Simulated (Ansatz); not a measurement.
Consider the substitution at a C–Ge bond: `[CH3][Ge]([OH])([OH])[OH]` + `CB(N)O` → `COB(C)N` + `[OH][GeH]([OH])[OH]`.

Calculated with Ansatz (gas phase, PBE0-D4/def2-TZVP geometries, no zero-point term in ΔE). CCSD(T)/CBS adds triple-zeta CCSD(T) − MP2 to the extrapolated MP2 energy (def2 sets, frozen cores). This one scheme is used for every species. For Ge outer-core shells are correlated without core-valence functions, which leaves a few kJ/mol of doubt a bond. Scalar relativity is left out up to krypton. One conformer a species, not always the lowest.

```json
{"species": "`[CH3][Ge]([OH])([OH])[OH]`", "CCSD/CBS(def2) energy (Eh)": "-2343.36278"}
{"species": "`CB(N)O`", "CCSD/CBS(def2) energy (Eh)": "-196.42331"}
{"species": "`COB(C)N`", "CCSD/CBS(def2) energy (Eh)": "-235.65514"}
{"species": "`[OH][GeH]([OH])[OH]`", "CCSD/CBS(def2) energy (Eh)": "-2304.09062"}
```

Question: Work out ΔE.

Answer: ΔE = (-235.65514) + (-2304.09062) − (-2343.36278) − (-196.42331) = 0.04033 Eh = +1.10 eV. CCSD(T)/CBS gives +1.10 eV.

Largest T1 diagnostic among the species: 0.012.

In def2-TZVPP, CCSD(T) changes the Hartree–Fock value by +0.14 eV (the triples alone add +0.01 eV) and MP2 by +0.20 eV.
